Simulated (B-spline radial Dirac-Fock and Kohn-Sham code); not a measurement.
## Relativistic shifts of the levels of Rb⁷⁺

System: the Rb⁷⁺ ion, configuration [Ar] 3d10 4s2.

Both columns are ΔSCF binding energies of the configuration average from a radial finite-basis atomic code: non-relativistic Hartree-Fock with a point nucleus, and Dirac-Fock with a finite nucleus and the Coulomb interaction alone, averaged over the two j levels with weights 2j+1.

```tsv
shell	Hartree-Fock (eV)	Dirac-Fock (eV)	shift (eV)	shift (%)
1s	15072.7	15362.3	+289.68	+1.92
2s	2131.9	2198.6	+66.74	+3.13
2p	1935.3	1952.0	+16.73	+0.86
3s	434.1	446.2	+12.05	+2.77
3p	361.5	364.6	+3.08	+0.85
3d	232.2	230.2	-1.96	-0.84
4s	128.6	130.6	+2.06	+1.60
```

Relativity binds 1s, 2s, 2p, 3s, 3p, 4s more strongly, among those listed most of all 2s in relative terms, and 3d more weakly, because the contracted s and p shells screen the nucleus better.

Values without a named source are computed, but for edge energies of neutral atoms, which are taken from tables.
